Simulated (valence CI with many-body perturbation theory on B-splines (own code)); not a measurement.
# Rb XXXII: E2, M1, M2 decay

Computed by valence CI with perturbative core correlation (CI+MBPT): four valence electrons over a frozen Dirac-Fock core [He], radial functions for each j: 11 s, 11 p, 10 d, 8 f, 5 g, 2 h, with the one-electron correlation potential Σ1 (screened to all orders), the two-electron term Σ2, the three-electron term Σ3, Breit, model QED; selected single and double excitations, second order for the rest, scaled by the run's own slope (own B-spline code, finite nucleus).

No measured spectrum was set against this ion. As an estimate, large intervals hold to a few tenths of a per cent, small ones and those within an open d or f shell to about a per cent. Among the levels kept, up to 1100 cm⁻¹ of a level comes from second order outside the variational space, and about a tenth of that is noise between levels of different J, which matters for small intervals.

Lines 1 to 50 of 50 in falling wavelength, among levels below 2585.9 eV, chosen from the decays that carry over 1 % of a level's rate. Wavelengths and rates use the calculated energies. Electric multipoles are in the length gauge, E1 and E2 with the static RPA response of the core. S is in atomic units (e²a₀⁴ for E2 and M2, e²a₀⁶ for E3), for M1 in squared Bohr magnetons. Weak lines are less certain than strong ones. Lines between different terms over intervals too small for the method are left out, as are lines whose strength nearly cancels. The highest levels of a list are the least certain.

Levels are named by their leading jj configuration (3d3/2^4 stands for four electrons in 3d with j = 3/2), which in mixed levels can hold well under half, so a name can repeat and another be missing. Letters in brackets count levels of one name in rising energy.

| λ vac (nm) | Upper | Lower | Type | A (s⁻¹) | S (a.u.) |
| --- | --- | --- | --- | --- | --- |
| 117.5 | (2s^2 2p1/2 2p3/2) J=2 | (2s^2 2p1/2 2p3/2) J=1 | M1 | 4.00e+03 | 1.20e+00 |
| 22.04 | (2s^2 2p1/2 2p3/2) J=1 | (2s^2 2p1/2^2) J=0 | M1 | 1.31e+06 | 1.56e+00 |
| 19.43 | (2s^2 2p3/2^2) J=2 | (2s^2 2p1/2 2p3/2) J=2 | M1 | 1.37e+06 | 1.86e+00 |
| 18.56 | (2s^2 2p1/2 2p3/2) J=2 | (2s^2 2p1/2^2) J=0 | E2 | 4.08e+02 | 4.01e-04 |
| 16.67 | (2s^2 2p3/2^2) J=2 | (2s^2 2p1/2 2p3/2) J=1 | M1 | 1.51e+06 | 1.30e+00 |
| 12.51 | (2s^2 2p3/2^2) J=0 | (2s^2 2p1/2 2p3/2) J=1 | M1 | 5.93e+06 | 4.31e-01 |
| 0.6257 | (2s^2 2p3/2 3d5/2) J=4 | (2s 2p3/2^3) J=2 | E2 | 1.50e+08 | 1.16e-05 |
| 0.6100 | (2s^2 2p3/2 3d5/2) J=4 | (2s 2p1/2 2p3/2^2) J=2 [b] | E2 | 1.81e+08 | 1.23e-05 |
| 0.5993 | (2s^2 2p3/2 3d5/2) J=4 | (2s 2p1/2 2p3/2^2) J=3 | E2 | 1.43e+08 | 8.88e-06 |
| 0.5942 | (2s^2 2p3/2 3d5/2) J=4 | (2s 2p1/2 2p3/2^2) J=2 [a] | E2 | 8.10e+07 | 4.82e-06 |
| 0.5906 | (2s 2p3/2^2 3p3/2) J=4 | (2s 2p3/2^3) J=2 | E2 | 3.28e+09 | 1.89e-04 |
| 0.5873 | (2s^2 2p1/2 3p1/2) J=1 | (2s^2 2p1/2 2p3/2) J=2 | E2 | 1.84e+10 | 3.44e-04 |
| 0.5862 | (2s 2p1/2 2p3/2 3p3/2) J=4 | (2s 2p1/2 2p3/2^2) J=3 | E2 | 5.39e+09 | 3.00e-04 |
| 0.5861 | (2s 2p1/2^2 3p1/2) J=0 | (2s 2p1/2^2 2p3/2) J=2 | E2 | 2.98e+10 | 1.84e-04 |
| 0.5843 | (2s^2 2p1/2 3p1/2) J=1 | (2s^2 2p1/2 2p3/2) J=1 | E2 | 1.74e+10 | 3.18e-04 |
| 0.5843 | (2s^2 2p3/2 3p1/2) J=1 | (2s^2 2p3/2^2) J=2 | E2 | 2.19e+10 | 4.00e-04 |
| 0.5835 | (2s^2 2p3/2 3p1/2) J=2 | (2s^2 2p3/2^2) J=2 | E2 | 2.31e+10 | 6.97e-04 |
| 0.5832 | (2s 2p1/2 2p3/2 3p3/2) J=0 [b] | (2s 2p1/2 2p3/2^2) J=2 [b] | E2 | 8.95e+09 | 5.40e-05 |
| 0.5827 | (2s^2 2p1/2 3p1/2) J=0 | (2s^2 2p1/2 2p3/2) J=2 | E2 | 3.03e+10 | 1.82e-04 |
| 0.5815 | (2s 2p3/2^2 3p1/2) J=0 | (2s 2p3/2^3) J=2 | E2 | 2.92e+10 | 1.73e-04 |
| 0.5807 | (2s^2 2p3/2 3p3/2) J=3 | (2s^2 2p3/2^2) J=2 | E2 | 1.09e+10 | 4.51e-04 |
| 0.5806 | (2s^2 2p1/2 3p3/2) J=1 | (2s^2 2p1/2 2p3/2) J=2 | E2 | 8.25e+09 | 1.46e-04 |
| 0.5805 | (2s^2 2p3/2 3p3/2) J=1 | (2s^2 2p3/2^2) J=2 | E2 | 1.25e+10 | 2.21e-04 |
| 0.5800 | (2s^2 2p1/2 3p3/2) J=2 | (2s^2 2p1/2 2p3/2) J=2 | E2 | 1.19e+10 | 3.48e-04 |
| 0.5777 | (2s^2 2p1/2 3p3/2) J=1 | (2s^2 2p1/2 2p3/2) J=1 | E2 | 9.40e+09 | 1.62e-04 |
| 0.5772 | (2s^2 2p1/2 3p3/2) J=2 | (2s^2 2p1/2 2p3/2) J=1 | E2 | 5.62e+09 | 1.61e-04 |
| 0.5767 | (2s 2p3/2^2 3p3/2) J=4 | (2s 2p1/2 2p3/2^2) J=2 [b] | E2 | 1.17e+09 | 5.97e-05 |
| 0.5765 | (2s^2 2p3/2 3d5/2) J=4 | (2s 2p1/2^2 2p3/2) J=2 | E2 | 1.62e+08 | 8.27e-06 |
| 0.5756 | (2s 2p1/2 2p3/2 3d5/2) J=5 | (2s 2p1/2 2p3/2^2) J=3 | M2 | 2.53e+08 | 1.57e-05 |
| 0.5736 | (2s^2 2p3/2 3p3/2) J=0 | (2s^2 2p3/2^2) J=2 | E2 | 4.30e+10 | 2.38e-04 |
| 0.5693 | (2s 2p1/2 2p3/2 3p3/2) J=3 [a] | (2s 2p1/2^2 2p3/2) J=2 | E2 | 1.42e+10 | 5.33e-04 |
| 0.5693 | (2s^2 2p3/2 3d5/2) J=4 | (2s^2 2p3/2^2) J=2 | M2 | 2.37e+08 | 1.14e-05 |
| 0.5688 | (2s 2p1/2 2p3/2 3p3/2) J=0 [b] | (2s 2p1/2 2p3/2^2) J=2 [a] | E2 | 1.05e+10 | 5.57e-05 |
| 0.5671 | (2s 2p3/2^2 3p3/2) J=4 | (2s 2p1/2 2p3/2^2) J=3 | E2 | 1.38e+10 | 6.48e-04 |
| 0.5646 | (2s 2p3/2^2 3p3/2) J=0 | (2s 2p1/2 2p3/2^2) J=2 [b] | E2 | 1.40e+10 | 7.18e-05 |
| 0.5644 | (2s 2p1/2 2p3/2 3p3/2) J=4 | (2s 2p1/2^2 2p3/2) J=2 | E2 | 2.15e+10 | 9.92e-04 |
| 0.5639 | (2s^2 2p3/2 3p3/2) J=3 | (2s^2 2p1/2 2p3/2) J=2 | E2 | 1.05e+10 | 3.73e-04 |
| 0.5637 | (2s^2 2p3/2 3p3/2) J=1 | (2s^2 2p1/2 2p3/2) J=2 | E2 | 1.08e+10 | 1.65e-04 |
| 0.5625 | (2s 2p3/2^2 3p3/2) J=4 | (2s 2p1/2 2p3/2^2) J=2 [a] | E2 | 1.37e+10 | 6.20e-04 |
| 0.5625 | (2s^2 2p1/2 3p3/2) J=2 | (2s^2 2p1/2^2) J=0 | E2 | 1.53e+10 | 3.84e-04 |
| 0.5612 | (2s^2 2p3/2 3p3/2) J=3 | (2s^2 2p1/2 2p3/2) J=1 | E2 | 1.11e+10 | 3.88e-04 |
| 0.5572 | (2s^2 2p3/2 3p3/2) J=0 | (2s^2 2p1/2 2p3/2) J=2 | E2 | 1.67e+10 | 8.00e-05 |
| 0.5531 | (2s^2 2p3/2 3d5/2) J=4 | (2s^2 2p1/2 2p3/2) J=2 | M2 | 4.61e+07 | 1.92e-06 |
| 0.5346 | (2p1/2^2 2p3/2 3d5/2) J=4 | (2s 2p1/2 2p3/2^2) J=2 [a] | E2 | 2.61e+09 | 9.17e-05 |
| 0.5335 | (2s 2p1/2 2p3/2 3d3/2) J=4 | (2s^2 2p1/2 2p3/2) J=2 | E2 | 1.38e+10 | 4.80e-04 |
| 0.5214 | (2p1/2^2 2p3/2 3d3/2) J=2 | (2s 2p1/2^2 2p3/2) J=2 | E2 | 5.35e+10 | 9.21e-04 |
| 0.5211 | (2p1/2^2 2p3/2 3d3/2) J=3 | (2s 2p1/2^2 2p3/2) J=2 | E2 | 7.50e+10 | 1.80e-03 |
| 0.5207 | (2p1/2^2 2p3/2 3d3/2) J=0 | (2s 2p1/2^2 2p3/2) J=2 | E2 | 8.45e+10 | 2.89e-04 |
| 0.5202 | (2p1/2^2 2p3/2 3d5/2) J=4 | (2s 2p1/2^2 2p3/2) J=2 | E2 | 9.08e+10 | 2.78e-03 |
| 0.5201 | (2s 2p3/2^2 3d5/2) J=4 [b] | (2s^2 2p3/2^2) J=2 | E2 | 8.46e+10 | 2.59e-03 |
